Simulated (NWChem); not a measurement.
System meant: TaSF3; SMILES [F][Ta]([F])([F])=[S]

The following NWChem deck was run.

```
start job
memory heap 200 mb stack 900 mb global 1100 mb
geometry units angstroms noautoz
  Ta     0.000000     0.000000    -0.085780
  S      0.000000     0.000000     2.062994
  F      0.490334     1.710645    -0.648316
  F     -1.726629    -0.430680    -0.648316
  F      1.236295    -1.279965    -0.648316
end
basis spherical
  Ta library def2-svp
  S library def2-svp
  F library def2-svp
end
dft
  xc pbe0
  iterations 150
  mulliken
end
task dft energy
```

End of the output:

```
          Convergence Information
          -----------------------
          Convergence aids based upon iterative change in
          total energy or number of iterations.
          Levelshifting, if invoked, occurs when the
          HOMO/LUMO gap drops below (HL_TOL):  1.00D-02
          DIIS, if invoked, will attempt to extrapolate
          using up to (NFOCK): 10 stored Fock matrices.

                    Damping( 0%)  Levelshifting(0.5)       DIIS
                  --------------- ------------------- ---------------
          dE  on:    start            ASAP                start
          dE off:    2 iters        150 iters           150 iters

      Screening Tolerance Information
      -------------------------------
          Density screening/tol_rho:  1.00D-10
          AO Gaussian exp screening on grid/accAOfunc:  14
          CD Gaussian exp screening on grid/accCDfunc:  20
          XC Gaussian exp screening on grid/accXCfunc:  20
          Schwarz screening/accCoul:  1.00D-08

      Superposition of Atomic Density Guess
      -------------------------------------

      charge =      73.0 Ta (Tantalum)

      symmetry species            s     p     d     f
      number of basis functions = 7     6     5     1
      number of cont. functions = 6     3     2     1
      number of closed shells   = 6     4     2     1
      number of open shells     = 0     0     1     0
      open shell occupation     = 0     0     3     0
 ------------------------------------------------------------------------
 atomscf:atomd: error in atom scf                   0
 ------------------------------------------------------------------------
 ------------------------------------------------------------------------
  current input line :
    20: task dft energy
 ------------------------------------------------------------------------
 ------------------------------------------------------------------------
 This error has not yet been assigned to a category
 ------------------------------------------------------------------------
 For more information see the NWChem manual at https://nwchemgit.github.io

0:atomscf:atomd: error in atom scf:Received an Error in Communication
```

**Question.** Find the fault in this run and fix the input.

**Answer.** The run crashed. Cause: the def2 basis of a heavy element holds valence functions alone and wants its effective core potential (without it all electrons must fit into that basis). This input runs:
```
start job
memory heap 200 mb stack 900 mb global 1100 mb
geometry units angstroms noautoz
  Ta     0.000000     0.000000    -0.085780
  S      0.000000     0.000000     2.062994
  F      0.490334     1.710645    -0.648316
  F     -1.726629    -0.430680    -0.648316
  F      1.236295    -1.279965    -0.648316
end
basis spherical
  * library def2-svp
end
ecp
  Ta library def2-ecp
end
dft
  xc pbe0
  iterations 150
  mulliken
end
task dft energy
```
It converges to -754.21325 Ha (PBE0/def2-SVP with def2 effective core potentials on Ta).
